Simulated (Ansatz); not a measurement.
**A basis-limit estimate, worked out**

An elementary step of SiH₂F₄, closed shell (SiHF₃ ([F][SiH]([F])[F]) + HF → SiF₄ ([F][Si]([F])([F])[F]) + H₂; bonds formed: Si1–F7, H2–H6; bonds broken: Si1–H2, H6–F7). “Start” is the structure reached by relaxing down from the saddle towards the reactants; PBE0-D4/def2-TZVP structures. The saddle:

Si1  (-0.363, -0.107, -0.132)
H2  (1.249, -0.448, -0.234)
F3  (-0.534, -1.307, -1.163)
F4  (-1.197, -0.626, 1.092)
F5  (-0.962, 1.093, -0.947)
H6  (1.257, 0.321, 0.415)
F7  (0.549, 1.074, 0.969)
(Å)

Ansatz 0.2.0; basis: def2-TZVPP and def2-QZVPP; cores frozen in the correlated methods.

Energies in eV:

| quantity | saddle | start |
| --- | --- | --- |
| Hartree–Fock, triple zeta (X = 3) | -18726.52900 | -18728.72030 |
| Hartree–Fock, quadruple zeta (X = 4) | -18727.33095 | -18729.51882 |
| MP2 correlation, X = 3 | -31.55538 | -30.90584 |
| MP2 correlation, X = 4 | -34.54023 | -33.88526 |
| CCSD(T) correlation, X = 3 | -32.59533 | -31.99068 |

(1) Work out the barrier at the basis limit: extrapolate Hartree–Fock as E(X) = E∞ + A exp(−7.88 √X) and the MP2 correlation as E(X) = E∞ + B X^−2.97 (the exponents that Neese and Valeev fitted for def2-TZVPP and QZVPP), then add CCSD(T) − MP2 in triple zeta.

No T1 diagnostic of these runs exceeds 0.013.

Answers

(1) Each step is linear, so take the differences first (saddle − start): Hartree–Fock 2.19130 (X = 3) and 2.18787 (X = 4); MP2 correlation -0.64954 and -0.65497; CCSD(T) correlation -0.60465.
Two points give E∞ = E(4) + w [E(4) − E(3)], with w = 1/(exp(7.88 (2 − √3)) − 1) = 0.1377 for Hartree–Fock and w = 1/((4/3)^2.97 − 1) = 0.7407 for the correlation.
Hartree–Fock: 2.18787 + 0.1377 × (-0.00343) = 2.1874 eV.
MP2 correlation: -0.65497 + 0.7407 × (-0.00543) = -0.6590 eV.
CCSD(T) − MP2: -0.60465 − (-0.64954) = 0.0449 eV.
Sum: 2.1874 + (-0.6590) + 0.0449 = 1.5733 eV, or 36.28 kcal/mol. Plain CCSD(T) in triple zeta gives 1.5867 eV, so the larger basis shifts the result by -0.0134 eV.

Labels in which every atom is bracketed show which atoms are joined, not bond orders.

For scale, one of the runs: CCSD(T)/def2-TZVPP, 194 basis functions, launched by `ansatz run in.yaml --threads 4 --pin off --events-out ev --progress --plain --max-ram 9574MiB`. Hardware: 4 CPU threads of an AMD EPYC 9B45, shared host. Wall time 20 s; peak host memory 2.5 GiB.
